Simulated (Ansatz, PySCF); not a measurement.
Reaction (SMILES): O[Si](O)(O)S -> O[Si](O)O + [SH] (HS) (the S-Si bond at the site shown breaks; other sites are not compared here)
Geometries: B3LYP-D3(BJ)/def2-TZVP minima from Ansatz (an electronic-structure program), one conformer each, not searched for the lowest. Frequencies are from Ansatz or PySCF.

Wanted: bond dissociation energy (enthalpy at 298 K, with B3LYP-D3(BJ) rigid-rotor harmonic-oscillator terms), in kcal/mol. Correlated levels leave the core frozen unless marked. Open shells are spin-unrestricted. No spin-orbit coupling. Non-relativistic. CBS(X,Y): correlation extrapolated as X^-3; Hartree-Fock from the larger set. [CCSD(T)-MP2]/basis is that difference in the basis named.

Level to compare with: RI-MP2/CBS(aug-cc-pV(T+d)Z,aug-cc-pV(Q+d)Z)+[CCSD(T)-MP2]/aug-cc-pV(T+d)Z (Ansatz), 98.0 kcal/mol. It is a level with limits of its own, and the differences hold the functionals' basis error too.

Question: Rank these functionals by how close they come to RI-MP2/CBS(aug-cc-pV(T+d)Z,aug-cc-pV(Q+d)Z)+[CCSD(T)-MP2]/aug-cc-pV(T+d)Z, closest first: BLYP/def2-TZVPD (Ansatz); B3LYP/def2-TZVPD (Ansatz); LC-wPBE/def2-TZVPD (Ansatz).

Answer: LC-wPBE/def2-TZVPD (range-separated hybrid, 92.2 kcal/mol, difference -5.8), B3LYP/def2-TZVPD (global hybrid, 87.8 kcal/mol, difference -10.2), BLYP/def2-TZVPD (GGA, 83.9 kcal/mol, difference -14.1)
